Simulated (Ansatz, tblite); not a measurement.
Isomers of Ga₂P₂⁻ (doublet), found by a short tight-binding search and relaxed with r2SCAN-D4/def2-SVPD in Ansatz.

The xTB rows come from tblite. B3LYP takes the VWN-RPA correlation.

Run but left out: HF/def2-SVPD, PBE-QIDH/def2-TZVPD, MP2/def2-SVPD, CCSD/def2-SVPD, CCSD(T)/def2-SVPD (B: ⟨S²⟩ 1.29 to 1.66, where a pure state has 0.75).

Other spin states were run for one of them alone.

A:

Cartesian coordinates in Å:
```
Ga 0.1850 0.7415 -0.0686
Ga -0.5027 -2.1253 0.2413
P -0.6101 2.0804 -1.5764
P 0.9278 -0.6967 1.4037
```

B:

Cartesian coordinates in Å:
```
Ga -0.7364 -1.1273 -0.3092
Ga 0.7363 1.1274 0.3089
P -1.5089 0.7774 0.7590
P 1.5090 -0.7774 -0.7587
```

**Question.** Estimate their order by electronic energy at PBE0-D4/def2-TZVPD, counted from the lowest.

**Answer.** B (0.00) < A (0.40), in eV.

**Question.** Do the other levels pick the same lowest one?

**Answer.** All that were run do. Energies above each level's lowest (eV):

```json
{"level": "GFN2-xTB", "A": "0.32", "B": "0.00"}
{"level": "PBE-D4/def2-TZVPD", "A": "0.51", "B": "0.00"}
{"level": "r2SCAN-D4/def2-TZVPD", "A": "0.47", "B": "0.00"}
{"level": "B3LYP-D4/def2-TZVPD", "A": "0.30", "B": "0.00"}
{"level": "PBE0-D4/def2-TZVPD", "A": "0.40", "B": "0.00"}
```
Point groups (tolerance 0.1 Å): A Cs, B D2h. Lower isomers may exist.
